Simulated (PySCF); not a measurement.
Field gradients from PBE0/pcSseg-1 densities (PySCF, non-relativistic) at PBE0-D3(BJ)/def2-SVP geometries, isolated species, one conformer each; χzz is the principal value of largest magnitude, with Q(17O) = −0.0256 b, Q(14N) = 0.02044 b, Q(11B) = 0.04059 b. These gradients aren't converged with respect to the basis.

(1) These 17O couplings (χzz in MHz, η) are listed in rising order: (-11.08, 0.67); (-6.379, 0.21); (9.474, 0.12); (13.20, 0.67). Assign them to: the carbonyl oxygen of `N[SiH2]C=O`; the amide oxygen of `O=CN[SiH3]`; the boron-bound oxygen of `[BH2-]1OCCO1`; the phosphoryl oxygen of `[BH3-]P(=O)(C(C)(C)C)C(C)(C)C`.

(2) These 14N couplings (χzz in MHz, η) are listed in rising order: (-4.687, 0.27); (-4.082, 0.49); (-3.420, 0.43). Assign them to: N7 (nitrogen bridging silicon atoms) in `[CH3:1][N+:2]1([CH3:3])[BH2-:4][CH2:5][C@H:6]([N:7]([SiH3:8])[SiH3:9])[CH2:10]1`; the amide nitrogen of `O=CN[SiH3]`; the silicon-bound nitrogen of `N[SiH2]C=O`.

(3) Rank these 11B sites by the size of the quadrupole coupling, smallest first.
A. The four-coordinate boron of `C[N+]1(C)[BH2-]C[C@H](N([SiH3])[SiH3])C1`
B. The four-coordinate boron of `[BH3-]P(=O)(C(C)(C)C)C(C)(C)C`
C. The four-coordinate boron of `[BH2-]1OCCO1`

Answers

(1) -11.08 MHz, η 0.67: the boron-bound oxygen of `[BH2-]1OCCO1`; -6.379 MHz, η 0.21: the phosphoryl oxygen of `[BH3-]P(=O)(C(C)(C)C)C(C)(C)C`; 9.474 MHz, η 0.12: the amide oxygen of `O=CN[SiH3]`; 13.20 MHz, η 0.67: the carbonyl oxygen of `N[SiH2]C=O`.

(2) -4.687 MHz, η 0.27: the silicon-bound nitrogen of `N[SiH2]C=O`; -4.082 MHz, η 0.49: N7 (nitrogen bridging silicon atoms) in `[CH3:1][N+:2]1([CH3:3])[BH2-:4][CH2:5][C@H:6]([N:7]([SiH3:8])[SiH3:9])[CH2:10]1`; -3.420 MHz, η 0.43: the amide nitrogen of `O=CN[SiH3]`.

(3) B (0.695 MHz), C (1.218 MHz), A (2.633 MHz).

All sites together:

```
nucleus                                                                                                                     site  Vzz (au)     η  χzz (MHz)
    17O                                                                                        the carbonyl oxygen of N[SiH2]C=O    -2.194  0.67      13.20
    17O                                                                                           the amide oxygen of O=CN[SiH3]    -1.575  0.12      9.474
    17O                                                                                   the boron-bound oxygen of [BH2-]1OCCO1     1.842  0.67     -11.08
    17O                                                                   the phosphoryl oxygen of [BH3-]P(=O)(C(C)(C)C)C(C)(C)C     1.060  0.21     -6.379
    14N  N7 (nitrogen bridging silicon atoms) in [CH3:1][N+:2]1([CH3:3])[BH2-:4][CH2:5][C@H:6]([N:7]([SiH3:8])[SiH3:9])[CH2:10]1    -0.850  0.49     -4.082
    14N                                                                                         the amide nitrogen of O=CN[SiH3]    -0.712  0.43     -3.420
    14N                                                                                 the silicon-bound nitrogen of N[SiH2]C=O    -0.976  0.27     -4.687
    11B                                                                                the four-coordinate boron of [BH2-]1OCCO1     0.128  0.69      1.218
    11B                                                    the four-coordinate boron of C[N+]1(C)[BH2-]C[C@H](N([SiH3])[SiH3])C1     0.276  0.05      2.633
    11B                                                               the four-coordinate boron of [BH3-]P(=O)(C(C)(C)C)C(C)(C)C     0.073  0.32      0.695
```
